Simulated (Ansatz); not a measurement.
Start from `C[SiH2]C(F)BF` and change one atom or group to get `CC(F)BF`.

Ansatz, PBE0-D4/def2-TZVP geometries, multiplicity 1. Each molecule was computed in one conformer, which needn't be the lowest.

| property | `C[SiH2]C(F)BF` |
| --- | --- |
| HOMO–LUMO gap (ωB97M-V/def2-TZVPP) / eV | 11.56 |
| LUMO energy (B3LYP/def2-TZVPP) / eV | -1.20 |
| HOMO energy (PBE0/def2-TZVPP) / eV | -8.31 |
| HOMO–LUMO gap (PBE0/def2-TZVPP) / eV | 7.36 |
| HOMO energy (B3LYP/def2-TZVPP) / eV | -8.10 |
| HOMO–LUMO gap (PBE/def2-TZVPP) / eV | 4.91 |

(1) What does the change do to each property? (Best estimate.)

Answers

(1) Computed: 
```tsv
property	`CC(F)BF`	shift
HOMO–LUMO gap (ωB97M-V/def2-TZVPP) / eV	11.90	0.34
LUMO energy (B3LYP/def2-TZVPP) / eV	-1.28	-0.08
HOMO energy (PBE0/def2-TZVPP) / eV	-8.60	-0.29
HOMO–LUMO gap (PBE0/def2-TZVPP) / eV	7.60	0.24
HOMO energy (B3LYP/def2-TZVPP) / eV	-8.42	-0.32
HOMO–LUMO gap (PBE/def2-TZVPP) / eV	4.99	0.08
```

With PBE0 the HOMO falls by 0.29 eV and the LUMO falls by 0.05 eV, so the gap widens by about 0.24 eV. PBE moves the HOMO by -0.18 eV and ωB97M-V by -0.38 eV.

B3LYP here is the variant with VWN-RPA as its local correlation; programs differ in this.
